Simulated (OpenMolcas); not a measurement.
Au3+: moving or changing the point charges

Au3+ among 5 point charges of -2 e arranged as a square pyramid (C4v), 1.93 Å from the ion, with the axial distance 2.297 Å.
```
   1.9300    0.0000    0.0000  -2.00
   0.0000    1.9300    0.0000  -2.00
  -1.9300    0.0000    0.0000  -2.00
   0.0000   -1.9300    0.0000  -2.00
   0.0000    0.0000    2.2967  -2.00
```

* Program: OpenMolcas 26.06
* Method: SS-CASPT2, IPEA 0.25 Eh, imaginary shift 0.1 Eh (closed shells correlated: 4f 5s 5p)
* Basis: ANO-RCC-VDZP [7s6p4d2f]
* Scalar Hamiltonian: DKH2, point nucleus
* Active space: 8 electrons in 5 orbitals (5d)
* State averaging: 2S+1 = 3 even, 10 roots; 2S+1 = 1 even, 15 roots
* Spin-orbit coupling: RASSI with atomic mean-field integrals over the reference wave functions

Runs around this geometry, states. Energies in cm-1 above the lowest state or level, χT in cm3 K/mol.

```json
{"R (Å)": "1.93", "q (e)": "-1", "Axial / equatorial distance": "1.19", "Ground state": "2S+1 = 3", "First state of that spin": "880", "First gap with spin-orbit (degeneracies)": "350 (1, 2)", "χT at 300 K": "2.796", "First state of another spin": "2S+1 = 1: 7620"}
{"R (Å)": "1.78", "q (e)": "-2", "Axial / equatorial distance": "1.19", "Ground state": "2S+1 = 1", "First state of that spin": "11310", "First gap with spin-orbit (degeneracies)": "6560 (1, 1)", "χT at 300 K": "0.067", "First state of another spin": "2S+1 = 3: 2520"}
{"R (Å)": "1.93", "q (e)": "-2", "Axial / equatorial distance": "1.19", "Ground state": "2S+1 = 3", "First state of that spin": "3180", "First gap with spin-orbit (degeneracies)": "2810 (1, 1)", "χT at 300 K": "0.136", "First state of another spin": "2S+1 = 1: 1050"}
{"R (Å)": "2.02", "q (e)": "-2", "Axial / equatorial distance": "1.19", "Ground state": "2S+1 = 3", "First state of that spin": "1960", "First gap with spin-orbit (degeneracies)": "1280 (1, 1)", "χT at 300 K": "0.245", "First state of another spin": "2S+1 = 1: 2660"}
{"R (Å)": "1.93", "q (e)": "-2", "Axial / equatorial distance": "1.29", "Ground state": "2S+1 = 3", "First state of that spin": "3870", "First gap with spin-orbit (degeneracies)": "3290 (1, 1)", "χT at 300 K": "0.123", "First state of another spin": "2S+1 = 1: 1090"}
```

The ground state changes within this set.

Real 4d8 and 5d8 ions are as a rule square planar and diamagnetic. Free-ion shares, where given, are those of the reference states; single-state CASPT2 does not remix them. Spin-orbit coupling mixes the spin-free states strongly: the lowest level takes only 52 % from its leading state, 2S+1 = 1 (figures for R = 1.78, q = -2, ratio = 1.19; the like holds for R = 1.93, q = -2, ratio = 1.19, R = 2.02, q = -2, ratio = 1.19, R = 1.93, q = -2, ratio = 1.29). This shell can be high or low spin here, a state of another spin lies low, and with metal d orbitals alone active their balance is uncertain, so the ground spin may be wrong (holds for R = 1.93, q = -1, ratio = 1.19; R = 1.93, q = -2, ratio = 1.19; R = 2.02, q = -2, ratio = 1.19; R = 1.93, q = -2, ratio = 1.29). Point charges give a weaker field than real ligands, and real ions of this kind are as a rule low spin; the high spin found here belongs to the model (holds for R = 1.93, q = -1, ratio = 1.19; R = 1.93, q = -2, ratio = 1.19; R = 2.02, q = -2, ratio = 1.19; R = 1.93, q = -2, ratio = 1.29). This shell can be high or low spin here, a state of another spin lies low, and with metal d orbitals alone active their balance is uncertain, so the ground spin may be wrong, although the usual error favours high spin (holds for R = 1.78, q = -2, ratio = 1.19). This is an electrostatic model: the charges have no orbitals. An unlabelled pair can be two single states that coincide in this model. No measured value stands beside these numbers.

A state without a sure symmetry label is named by its multiplicity alone.
